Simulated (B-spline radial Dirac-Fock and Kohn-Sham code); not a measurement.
# Photoelectron lines of Re⁶⁺ at 10800 eV

System: rhenium as Re⁶⁺, 1s2 2s2 2p6 3s2 3p6 3d10 4s2 4p6 4d10 4f14 5s2 5p6 5d1.

Input of the calculation (task.json; shells as n, l, electrons):

```json
{"items": [{
  "Z": 75,
  "q": 6,
  "cfg": [[1, 0, 2], [2, 0, 2], [2, 1, 6], [3, 0, 2], [3, 1, 6], [3, 2, 10], [4, 0, 2], [4, 1, 6], [4, 2, 10], [4, 3, 14], [5, 0, 2], [5, 1, 6], [5, 2, 1]],
  "A": 187,
  "rrms": 5.3698,
  "do": ["binding", "quiet", "photo", "scan"],
  "hv": [60, 80, 87.4, 150, 215.0, 4020.0, 5414.7, 7790.0, 9251.7, 10200.0, 10800.0, 15000, 17479.3, 19800.0, 40000, 198000.0]
}]}
```

Run with: `python xray_run.py task.json out`

The computed values come from a radial atomic solver: independent-particle photoionisation in a Dirac-Hartree-Slater potential with a Latter tail, all multipoles, thresholds from Dirac-Fock ΔSCF. The asymmetry parameter β is from the dipole term alone. Kinetic energies are from the vacuum level. Open shells are spread statistically over j, without multiplet splitting.

The last column is dσ/dΩ = σ/(4π) · [1 + β P₂(cos θ)] at θ = 0° from the polarisation vector of linearly polarised light.

```csv
subshell,electrons,binding (eV),kinetic (eV),σ (kb),β,dσ/dΩ (kb/sr)
L3 (2p3/2),4,10629.5,170.5,39.5,0.93,6.06
M1 (3s),2,3032.7,7767.3,3.26,1.95,0.765
M2 (3p1/2),2,2778.2,8021.8,3.80,1.55,0.771
M3 (3p3/2),4,2465.3,8334.7,6.33,1.67,1.34
M4 (3d3/2),4,2043.4,8756.6,2.64,1.17,0.455
M5 (3d5/2),6,1976.8,8823.2,3.44,1.05,0.560
N1 (4s),2,724.0,10076.0,0.847,1.95,0.199
N2 (4p1/2),2,617.3,10182.7,0.876,1.55,0.178
N3 (4p3/2),4,544.3,10255.7,1.42,1.67,0.302
N4 (4d3/2),4,369.0,10431.0,0.540,1.14,0.0919
N5 (4d5/2),6,355.5,10444.5,0.697,1.01,0.111
N6 (4f5/2),6,133.2,10666.8,0.0356,0.64,0.00465
N7 (4f7/2),8,130.8,10669.2,0.0432,0.62,0.00558
O1 (5s),2,175.3,10624.7,0.166,1.95,0.0391
O2 (5p1/2),2,138.8,10661.2,0.150,1.55,0.0304
O3 (5p3/2),4,126.6,10673.4,0.240,1.67,0.0511
O4 (5d3/2),0.4,81.57,10718.4,0.00663,1.13,0.00113
O5 (5d5/2),0.6,80.26,10719.7,0.00861,1.00,0.00137
```

Branching ratios of the spin-orbit partners (statistical value in brackets): 3p 1.66 (2.00), 3d 1.30 (1.50), 4p 1.62 (2.00), 4d 1.29 (1.50), 4f 1.21 (1.33), 5p 1.60 (2.00), 5d 1.30 (1.50).
